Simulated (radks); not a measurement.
Q: Radial electron density D(r) = 4 pi r^2 rho(r) of an atom or ion with 56 electrons. Method: Dirac Kohn-Sham, PBE, spin-unpolarised, spherical densities, point nucleus; computed with a radial shooting solver on a logarithmic mesh with Libxc functionals.

r (bohr),D(r) (e/bohr)
0.0009916,2.962
0.001355,4.983
0.001836,8.148
0.002488,13.06
0.003399,20.59
0.004607,30.90
0.006294,44.49
0.00853,59.29
0.01165,72.61
0.01579,79.14
0.0214,76.81
0.02924,70.39
0.03963,72.74
0.05414,89.64
0.07338,102.1
0.09945,90.31
0.1359,75.38
0.1841,85.67
0.2515,79.75
0.3409,42.95
0.462,33.67
0.6312,36.96
0.8554,20.71
1.169,10.45
1.584,7.270
2.164,2.744
2.932,0.6082
3.974,0.2953
5.43,0.1576
7.358,0.03280
10.05,0.001600

What is the nuclear charge?

A: Z = 59. The innermost maximum, from 1s, lies near gamma/Z bohr with gamma = sqrt(1 - (Z/c)^2) = 0.903, here 0.0153 bohr (found: 0.0168), and its height grows with Z. The density is that of the praseodymium ion Pr3+ in [Xe] 4f1 5f1; the configuration itself is not fixed sharply by these data, and Z only to a few units. D(r) has 4 maxima, at r = 0.0168, 0.0746, 0.209, 0.573 bohr, and minima at 0.0327, 0.138, 0.423 bohr, inside which lie 2.02, 11.22, 29.05 electrons.
